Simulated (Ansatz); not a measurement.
`[OH][Ga]([Cl])[Br]` + HCl → `[OH][Ga]([Cl])[Cl]` + HBr  (ligand exchange at a Ga–Br bond)

Calculated with Ansatz (gas phase, PBE0-D4/def2-TZVP geometries, no zero-point term in ΔE). CCSD(T)/CBS adds triple-zeta CCSD(T) − MP2 to the extrapolated MP2 energy (def2 sets, frozen cores). This one scheme is used for every species. Functionals use def2-TZVPP. For Br, Ga outer-core shells are correlated without core-valence functions, which leaves a few kJ/mol of doubt a bond. Scalar relativity is left out up to krypton. One conformer a species, not always the lowest.

```
             species  revPBE energy (Eh)
`[OH][Ga]([Cl])[Br]`         -5034.75761
                 HCl          -460.73583
`[OH][Ga]([Cl])[Cl]`         -2920.95045
                 HBr         -2574.53871
```

(1) Work out ΔE.

Largest T1 diagnostic among the species: 0.012.

## Answers

(1) ΔE = (-2920.95045) + (-2574.53871) − (-5034.75761) − (-460.73583) = 0.00428 Eh = +11.2 kJ/mol. CCSD(T)/CBS gives +12.7 kJ/mol.

Leaving LDA and LC-ωPBE aside and taking each functional with its dispersion term where it has one, the values, not all of them listed here, spread over 5.0 kJ/mol, from B97M-V to HSE06-D4. At CCSD(T), def2-SVP lies −7.1 kJ/mol from the extrapolated value and def2-TZVPP −0.7 kJ/mol.
